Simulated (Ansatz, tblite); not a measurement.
Cost and result up the ladder for Cu(PH3)H (CuPH4) (6 atoms). Total charge 0; singlet. Geometry: PBE0-D4/def2-TZVP.

```xyz
6

Cu    1.239   -0.751    0.615
P    -0.508    0.306   -0.252
H    -0.481    0.705   -1.605
H    -0.920    1.539    0.299
H    -1.771   -0.323   -0.267
H     2.441   -1.476    1.210
```

Ansatz on 4 threads of Intel Xeon 6975P-C on a shared host; xTB runs through tblite on one thread. Times are rough, summed over both states, and most runs start from the orbitals of an earlier one. PBE0-D4/def2-TZVP serves as the yardstick here, not as an exact answer. The other state is a triplet.

The xTB rows come from tblite.

xTB has no spin-polarisation term.

| level | functions | wall time | vertical triplet (eV) | difference from PBE0-D4/def2-TZVP (eV) |
| --- | --- | --- | --- | --- |
| GFN1-xTB | 26 | 0.007 s | 4.65 | 0.53 |
| GFN2-xTB | 22 | 0.007 s | 3.96 | -0.16 |
| PBE-D4/def2-TZVP | 106 | 2.3 s | 4.26 | 0.13 |
| PBE0-D4/def2-TZVP | 106 | 4.3 s | 4.13 | 0.00 |
| r2SCAN-D4/def2-TZVP (with forces) | 106 | 4.7 s | 4.07 | -0.05 |
